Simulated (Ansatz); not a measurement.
Ansatz results at the PBE0-D4/def2-TZVP geometry: HOMO energy (ωB97M-V/def2-TZVPP) -8.58 eV; HOMO–LUMO gap (PBE/def2-TZVPP) 4.04 eV; size of the dipole moment (ωB97M-V/def2-TZVPP) 1.84 D.

Each molecule was computed in one conformer, which needn't be the lowest.

(1) Which molecule gave them?
A. `C[O][Hf]1234([Cl])([N](C)C)[C@@H]5[C@H]1[C@H]2[C@@]3(F)[C@@H]54`
B. `C[O][HfH]12345678([C@H]9[C@@H]1[C@@H]2[C@@H]3[C@H]94)[C@H]1[C@@H]5[C@@H]6[C@@H]7[C@H]18`
C. `[OH][Zr]1234([OH])([OH])[C@H]5[C@@H]1[C@@H]2[C@@H]3[C@H]54`
D. `[NH2][Hf]1234([OH])([OH])[C@@H]5[C@H]1[C@H]2[C@@]3([SiH3])[C@@H]54`

Results:

(1) B. The others give `[OH][Zr]1234([OH])([OH])[C@H]5[C@@H]1[C@@H]2[C@@H]3[C@H]54`: -9.30, 5.40, 2.43; `C[O][Hf]1234([Cl])([N](C)C)[C@@H]5[C@H]1[C@H]2[C@@]3(F)[C@@H]54`: -8.57, 3.84, 4.27; `[NH2][Hf]1234([OH])([OH])[C@@H]5[C@H]1[C@H]2[C@@]3([SiH3])[C@@H]54`: -9.05, 4.51, 1.03.
